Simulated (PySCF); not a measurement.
Delta-SCF ions had no search for a lower state. Excitations are Tamm–Dancoff values on a coarser integration grid. The basis has no diffuse functions, so Rydberg states are missing or too high.

Cartesian coordinates (Å):
SMILES: c1ccnc2c(cc(cc12)[SiH3])S
```xyz
21

Si     3.4751    -0.9515    -0.5867
C      1.7356    -0.2722    -0.3034
C      1.5106     1.1363    -0.3294
C      0.2442     1.6855    -0.1250
S     -0.0389     3.4208    -0.1559
C     -0.8722     0.8005     0.1206
N     -2.1031     1.3427     0.3190
C     -3.1346     0.5418     0.5451
C     -3.0240    -0.8738     0.5922
C     -1.7784    -1.4486     0.3928
C     -0.6460    -0.6209     0.1472
C      0.6646    -1.1352    -0.0673
H      3.9964    -0.5289    -1.9346
H      3.4350    -2.4532    -0.5164
H      4.4262    -0.4298     0.4575
H      2.3546     1.8197    -0.5160
H     -1.3795     3.1982     0.0988
H     -4.1151     1.0261     0.7001
H     -3.9153    -1.4889     0.7835
H     -1.6463    -2.5419     0.4206
H      0.8111    -2.2267    -0.0425
```
Charge 0, multiplicity 1.

Problem. What is the computed dipole moment, S1 excitation (TDA), LUMO, vertical ionisation energy (Delta-SCF), T1 excitation (TDA), S1 oscillator strength, HOMO and S1–T1 gap (TDA) (PBE-D3(BJ)/def2-TZVP // PBE-D3(BJ)/def2-SVP run with PySCF)?

Solution. 
```
Quantity                                   Value
--------------------------------------  --------
dipole moment                             2.93 D
S1 excitation (TDA)                      2.84 eV
LUMO                                    -2.79 eV
vertical ionisation energy (Delta-SCF)   7.57 eV
T1 excitation (TDA)                      2.24 eV
S1 oscillator strength                     0.048
HOMO                                    -5.24 eV
S1–T1 gap (TDA)                          0.60 eV
```
